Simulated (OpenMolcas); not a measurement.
# 4s² 4p³ along the 33-electron sequence

- Program: OpenMolcas
- Method: XMS-CASPT2, IPEA 0.25 Eh, imaginary shift 0.1 Eh
- Basis: ANO-RCC-VTZP
- Scalar Hamiltonian: DKH2, point nucleus
- Spin-orbit coupling: RASSI with atomic mean-field integrals over the reference wave functions, term energies averaged over their components

Active space for each ion: 3 electrons in 3 orbitals (4p); closed shells correlated by CASPT2: 3d 4s.

Computed levels in cm-1 above ⁴S°_3/2:

```
                                Level     As    Se+   Br2+   Kr3+
                              ²D°_3/2  10930  13750  15890  17970
                              ²D°_5/2  11160  14220  16730  19320
                              ²P°_1/2  18720  23910  28290  32480
                              ²P°_3/2  19020  24550  29460  34370
weight of ⁴S° in the lowest level (%)    100     99     99     98
```

Measured, with the error of the calculation in %. Measured levels: As, Se+ from NIST Handbook of Basic Atomic Spectroscopic Data; Br2+ from Moore, Atomic Energy Levels, vol. II, NSRDS-NBS 35 (1971 reprint of NBS Circular 467, 1952); Kr3+ from Saloman, J. Phys. Chem. Ref. Data 36, 215 (2007).

```tsv
Level	As	Se+	Br2+	Kr3+
²D°_3/2	10593 (+3.2)	13168 (+4.4)		17038 (+5.5)
²D°_5/2	10915 (+2.2)	13784 (+3.1)		18700 (+3.3)
²P°_1/2	18186 (+2.9)	23038 (+3.8)	26915 (+5.1)	31056 (+4.6)
²P°_3/2	18648 (+2.0)	23895 (+2.7)	28579 (+3.1)	33406 (+2.9)
```

²D°_3/2 changes by a factor of 1.64 over the same range, with steps per unit of Z of +2820, +2140, +2080 cm-1.

CASPT2 breaks the degeneracy within a term, and the mean is taken; among the terms shown or strongly mixed into the levels shown the widest spread is 1900 cm-1 (4s² 4p³ ²D°, As). With the s shell closed, the reference lacks s² → p² mixing. Measured partners are found by configuration, term and J. A level has none where our copy of the source lacks it or the pairing is in doubt (some pairs that miss far off the trend of their configuration count as doubtful), and it then counts in no deviation. Only configurations of the active space appear.

° marks odd parity.
